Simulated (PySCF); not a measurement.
Isomers of C2H10OSi2.

All values: PBE0/6-311+G(2d,p) (PySCF) at PBE0-D3(BJ)/def2-SVP geometries, gas phase, one conformer each.

Task: Rank by the highest IAO charge on any atom, highest value first.
A. `[CH3:1][O:2][CH:3]([SiH3:4])[SiH3:5]` with C1–O2–C3–Si4 147°
B. `[CH3:1][SiH:2]([CH3:3])[SiH2:4][OH:5]` with C1–Si2–Si4–O5 60°, Si2–Si4–O5–H 180°
C. `[CH3:1][SiH2:2][O:3][CH2:4][SiH3:5]` with C1–Si2–O3–C4 -178°, Si2–O3–C4–Si5 179°
D. `[CH3:1][C@H:2]([SiH3:3])[O:4][SiH3:5]` with C1–C2–O4–Si5 -75°

Result: C (+1.018 e), D (+0.847 e), B (+0.691 e), A (+0.603 e).

Task: Rank by HOMO–LUMO gap, highest first.
A. `[CH3:1][O:2][CH:3]([SiH3:4])[SiH3:5]` with C1–O2–C3–Si4 147°
B. `[CH3:1][C@H:2]([SiH3:3])[O:4][SiH3:5]` with C1–C2–O4–Si5 -75°
C. `[CH3:1][SiH2:2][O:3][CH2:4][SiH3:5]` with C1–Si2–O3–C4 -178°, Si2–O3–C4–Si5 179°

Result: C (8.13 eV), B (7.75 eV), A (7.04 eV).

Task: Rank by HOMO energy, highest first.
A. `[CH3:1][C@H:2]([SiH3:3])[O:4][SiH3:5]` with C1–C2–O4–Si5 -75°
B. `[CH3:1][SiH:2]([CH3:3])[SiH2:4][OH:5]` with C1–Si2–Si4–O5 60°, Si2–Si4–O5–H 180°
C. `[CH3:1][O:2][CH:3]([SiH3:4])[SiH3:5]` with C1–O2–C3–Si4 147°
D. `[CH3:1][SiH2:2][O:3][CH2:4][SiH3:5]` with C1–Si2–O3–C4 -178°, Si2–O3–C4–Si5 179°

Result: C (-7.11 eV), B (-7.61 eV), A (-7.89 eV), D (-8.10 eV).

All values together:

```tsv
SMILES	μ (D)	HOMO (eV)	LUMO (eV)	lowest IAO charge (e)	highest IAO charge (e)	lowest Hirshfeld charge (e)	highest Hirshfeld charge (e)
C[C@H]([SiH3])O[SiH3]	1.28	-7.89	-0.14	-0.650 (O)	+0.847 (Si)	-0.236 (O)	+0.384 (Si)
C[SiH2]OC[SiH3]	0.89	-8.10	0.02	-0.745 (C)	+1.018 (Si)	-0.239 (O)	+0.402 (Si)
COC([SiH3])[SiH3]	1.52	-7.11	-0.08	-0.446 (C)	+0.603 (Si)	-0.144 (O)	+0.302 (Si)
C[SiH](C)[SiH2]O	0.51	-7.61	-0.52	-0.808 (O)	+0.691 (Si)	-0.317 (O)	+0.292 (Si)
```

Conformers: `[CH3:1][C@H:2]([SiH3:3])[O:4][SiH3:5]` with C1–C2–O4–Si5 -75°; `[CH3:1][SiH2:2][O:3][CH2:4][SiH3:5]` with C1–Si2–O3–C4 -178°, Si2–O3–C4–Si5 179°; `[CH3:1][O:2][CH:3]([SiH3:4])[SiH3:5]` with C1–O2–C3–Si4 147°; `[CH3:1][SiH:2]([CH3:3])[SiH2:4][OH:5]` with C1–Si2–Si4–O5 60°, Si2–Si4–O5–H 180°.
